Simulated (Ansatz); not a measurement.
`CC1=CC(C)=[O+][Li-][O]1`. Total charge 0; spin multiplicity 1.

```csv
atom,x (Å),y (Å),z (Å)
C1,-0.244,-1.823,1.748
C2,0.174,-1.213,0.439
C3,-0.136,0.136,0.200
C4,0.183,0.853,-0.967
C5,-0.226,2.297,-1.055
O6,0.795,0.384,-1.966
Li7,1.300,-1.309,-1.916
O8,0.784,-1.975,-0.362
H9,-0.890,-2.682,1.550
H10,-0.766,-1.121,2.397
H11,0.642,-2.203,2.263
H12,-0.665,0.669,0.979
H13,-0.752,2.645,-0.167
H14,0.665,2.910,-1.211
H15,-0.864,2.433,-1.931
```

Question: List the harmonic frequencies (cm⁻¹, unscaled) at PBE0-D4/def2-TZVP in Ansatz. (Best estimate.)

Answer: Ansatz gave: 84, 93, 117, 166, 209, 230, 350, 399, 467, 562, 580, 683, 685, 695, 789, 953, 955, 1028, 1039, 1039, 1052, 1222, 1292, 1380, 1385, 1453, 1464, 1465, 1472, 1529, 1563, 1662, 3057, 3057, 3125, 3125, 3158, 3158, 3220.

Question: Is this a minimum?

Answer: Yes, all 39 modes are real.

Question: Give the ideal-gas thermochemistry at 298.15 K and 1 bar (rigid rotor, harmonic oscillator; point group C2v, symmetry number 2).

Answer: Zero-point energy 298.8 kJ/mol; H(298) − E = 324.2 kJ/mol; entropy 373.6 J/(mol·K), of which translation 167.0, rotation 111.5, vibration 95.1; G(298) − E = 212.8 kJ/mol. Modes under 100 cm⁻¹ are hindered rotations or soft bends, so the harmonic entropy is rough.
